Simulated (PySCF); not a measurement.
## Trend along the alkaline earths: MBe molecules

PBE0 with double-zeta basis sets in PySCF, for the lowest determinant that a PBE0 search found; no spin–orbit coupling. De refers to high-spin ground-configuration atoms. A positive dipole means M(−)Be(+).

```
 M      basis  state (unpaired electrons)  Re (Å)  ωe (cm⁻¹)  De (eV)  μ (D)
Be   def2-SVP      singlet (closed shell)   2.519        310     0.30    n/a
Mg  def2-SVPD      singlet (closed shell)   3.056        171     0.19  -0.62
Ca   def2-SVP      singlet (closed shell)   3.357        169     0.25  -0.89
Sr   def2-SVP      singlet (closed shell)   3.534        153     0.23  -1.04
```

(1) By what factor does the bond length vary along the series?

The rows differ in basis set, which adds steps of its own.

Down a group the atoms grow and get heavier, so bonds lengthen and wavenumbers fall; this series shows no clear exception.

Closed-shell solutions of metal pairs were not tested for spin polarisation, which can lower them a little. Weak bonds: Be2, CaBe, MgBe, SrBe. Basis-set superposition, not corrected here, can be much of De in a small basis, most of all at correlated wavefunction levels. Functionals without a dispersion term scatter widely for such bonds, and LDA overbinds them.

Answers

(1) At PBE0 it runs from 2.519 Å (Be2) to 3.534 Å (SrBe), a factor of 1.40.
